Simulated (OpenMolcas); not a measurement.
# What dynamic correlation does to the levels of Ni III

```yaml
Program: OpenMolcas
Basis: ANO-RCC-VTZP [6s5p3d2f1g]
Scalar_Hamiltonian: DKH2, point nucleus
Active_space: 8 electrons in 5 orbitals (3d)
State_averaging: 2S+1 = 3 even, 10 roots; 2S+1 = 1 even, 15 roots
Spin-orbit_coupling: state interaction with AMFI integrals over the reference wave functions, term energies averaged over their components
```

Methods on the same reference wave functions:
A. CASSCF
B. SS-CASPT2, IPEA 0.25 Eh, imaginary shift 0.1 Eh (closed shells correlated: 3s 3p)
C. XMS-CASPT2, IPEA 0.25 Eh, imaginary shift 0.1 Eh (closed shells correlated: 3s 3p)

Energies in cm-1 above 3d8 3F4, the measured ground level; measured values from Corliss and Sugar, J. Phys. Chem. Ref. Data 10, 197 (1981).

| Level | A | B | C | Measured |
| --- | --- | --- | --- | --- |
| 3d8 3F4 | 0.0 | 0.0 | 0.0 | 0.0 |
| 3d8 3F3 | 1344 | 1346 | 1347 | 1361 |
| 3d8 3F2 | 2270 | 2250 | 2250 | 2270 |
| 3d8 1D2 | 17184 | 13540 | 13830 | 14032 |
| 3d8 3P2 | 20793 | 17170 | 16980 | 16662 |
| 3d8 3P1 | 21181 | 17560 | 17320 | 16978 |
| 3d8 3P0 | 21451 | 17820 | 17580 | 17231 |
| 3d8 1G4 | 26632 | 23560 | 23430 | 23109 |
| 3d8 1S0 | 64189 | 53260 | 53450 | 52532 |

Deviations, from unrounded energies. A percentage is the sum of absolute deviations over the sum of measured energies, with the sign that they share, or ± where signs differ.

```csv
Against measurement,Levels,A,B,C
mean absolute deviation (cm-1),8,3900,420,310
fine structure of the ground term (%),2,±0.5,-0.9,-0.9
other terms of the ground configuration (%),6,+22.0,±2.4,±1.7
```

C lies closest to measurement on these levels and A furthest from it. The largest miss of C in the table is 3d8 1S0, by +920 cm-1. The ranking rests on the paired levels alone, and a cruder setting can come out closer through cancelling errors.

Between B and C the level of the table that moves most is 3d8 1D2, by 290 cm-1 (lowest in B, highest in C). Moves below CASPT2's spread within the term are not significant.

The mean deviations of B to C differ by less than CASPT2's widest spread within a term (1300 cm-1), so their order carries little weight.

From A to B the spin-free energies of the other terms of 3d8 shown, above 3F, scale by factors of 0.78 to 0.88, as is usual when dynamic correlation screens the repulsion within a d or f shell.

The lowest spin-free term lies below A's lowest term by 0.630 hartree in B, 0.634 hartree in C.

Term energies are means over components that CASPT2 splits; among the terms shown or strongly mixed into the levels shown the widest spread is 1300 cm-1 (3d8 3F, C). Without dynamic correlation excited terms often stand tens of per cent too high (terms of higher spin than the ground term too low), and those without a measured partner can miss by more than the paired ones (holds for A). Some levels mix across a computed gap that differs much from the measured one, so their mixing is not that of the real levels (holds for A; B). Computed and measured levels are paired by configuration, term and J; levels that our copy of the source lacks, or whose pairing is in doubt (as where it misses far off the trend of its configuration), stay unpaired and out of the deviations. Only configurations of the active space appear.
